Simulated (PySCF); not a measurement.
Broadened absorption spectrum of C6H9Cl

Compound: C6H9Cl.
Z-matrix (Å and degrees, PBE0-D3(BJ)/def2-SVP geometry), rows numbered from 1:
```
Cl
C   1  1.7598
C   2  1.4944  1  119.86
C   2  1.4924  1  119.33  3    70.49
C   4  1.5247  2  125.87  3   116.54
C   5  1.5472  4   88.92  2   138.42
C   4  1.5274  2  126.28  3  -117.83
H   2  1.0933  1  111.29  3  -145.62
H   3  1.0938  2  117.16  4  -107.23
H   3  1.0945  2  117.60  4   109.19
H   5  1.1005  4  113.31  2    21.01
H   5  1.1001  4  114.69  2  -104.20
H   6  1.0990  5  114.59  4   117.79
H   6  1.0990  5  114.44  4  -116.63
H   7  1.1008  4  114.61  2   -20.77
H   7  1.1007  4  114.16  2   105.11
```

Method used: TDDFT CAM-B3LYP/def2-SVPD, vertical, gas phase, core orbitals frozen in the response in PySCF.

Broadening: Gaussians 0.4 eV wide at half height, area fixed by f = 4.319×10⁻⁹ ∫ε dν̃. The width is an assumption, not a result. The curve ends short of the highest state used, and states not computed would add to its high-energy end.

```tsv
E (eV)	ε (L mol⁻¹ cm⁻¹)
6.24	0
6.27	1
6.31	2
6.34	3
6.37	5
6.40	9
6.43	14
6.46	21
6.49	30
6.52	43
6.55	59
6.58	79
6.61	103
6.64	129
6.67	158
6.70	186
6.74	222
6.77	245
6.80	262
6.83	274
6.86	279
6.89	280
6.92	277
6.95	275
6.98	275
7.01	284
7.04	303
7.07	336
7.10	387
7.13	456
7.17	578
7.20	691
7.23	819
7.26	959
7.29	1106
7.32	1253
7.35	1395
7.38	1524
7.41	1632
7.44	1713
7.47	1762
7.50	1775
7.53	1754
7.56	1702
```

**Question.** Locate the maxima and give the states behind the curve.

**Answer.** 180 nm (6.88 eV), ε about 280, made up of S1 (93%) (hardly more than a shoulder); 165 nm (7.50 eV), ε about 1800, made up of S2 (18%) and S3 (79%) (ε in L mol⁻¹ cm⁻¹; maxima over ε = 5, shares over 10%). The states used: S1 6.84 eV (f 0.0039); S2 7.32 eV (f 0.0082); S3 7.52 eV (f 0.021); S4 7.82 eV (f 0.0039); S5 7.99 eV (f 0.012); S6 8.16 eV (f 0.020).

**Question.** Coming from long wavelengths, where does ε first pass 100 L mol⁻¹ cm⁻¹?

**Answer.** At about 188 nm (6.61 eV), 0.24 eV below S1.

**Question.** On this curve, what absorbance would a 10⁻⁵ mol/L sample give at 193 nm over a 1 cm path?

**Answer.** 193 nm is 6.424 eV, where ε is about 13 L mol⁻¹ cm⁻¹, so A = ε c l ≈ 0.00013 (Beer–Lambert, with the gas-phase spectrum and the assumed width).

**Question.** What would ε be at 7.50 eV, the highest of these maxima, with half the width (0.2 eV)?

**Answer.** About 2850 L mol⁻¹ cm⁻¹ against 1780, a factor of about 1.6; a lone state at its own centre would give exactly 2.

On one thread, x86-64 server (shared host), this took 2.0 min wall, 69 s CPU.
